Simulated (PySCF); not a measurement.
SMILES CCC[SiH2][Si](Cl)(Cl)Cl, singlet, GFN2-xTB optimised geometry.

```
17

C     -3.23    -0.58     1.04
C     -1.77    -0.22     1.29
C     -0.91    -1.46     1.48
Si     0.93    -1.07     1.79
Si     1.79     0.14     0.00
Cl     3.83     0.14     0.00
Cl     1.23    -0.61    -1.81
Cl     1.24     2.09     0.00
H     -3.33    -1.19     0.15
H     -3.83     0.32     0.91
H     -3.63    -1.14     1.88
H     -1.70     0.42     2.17
H     -1.40     0.36     0.44
H     -1.00    -2.09     0.59
H     -1.31    -2.05     2.31
H      1.07    -0.30     3.04
H      1.67    -2.33     1.96
```

Density from B3LYP/def2-SVP (PySCF) at that geometry.

Minimum of the electron density along straight lines between bonded atoms, close to the bond critical point (lines longer than 1.1 times the sum of covalent radii, or with two minima, are not listed):

```
bond     length / Å  ρ at the minimum / e bohr⁻³  ∇²ρ there / e bohr⁻⁵  position (fraction from the first atom)
-------  ----------  ---------------------------  --------------------  ---------------------------------------
C1–C2         1.524                        0.246                 -0.57                                     0.50
C2–C3         1.529                        0.241                 -0.54                                     0.50
C3–Si4        1.903                        0.113                  0.30                                     0.62
Si4–Si5       2.331                        0.094                 -0.02                                     0.34
Si5–Cl6       2.036                        0.097                  0.29                                     0.37
Si5–Cl7       2.036                        0.096                  0.29                                     0.37
Si5–Cl8       2.037                        0.096                  0.29                                     0.37
C1–H9         1.088                        0.277                 -1.01                                     0.62
C1–H10        1.087                        0.277                 -1.02                                     0.62
C1–H11        1.088                        0.277                 -1.01                                     0.62
C2–H12        1.092                        0.278                 -1.01                                     0.62
C2–H13        1.092                        0.278                 -1.01                                     0.62
C3–H14        1.092                        0.272                 -0.96                                     0.62
C3–H15        1.092                        0.272                 -0.96                                     0.62
Si4–H16       1.469                        0.116                  0.32                                     0.49
Si4–H17       1.469                        0.116                  0.32                                     0.49
```
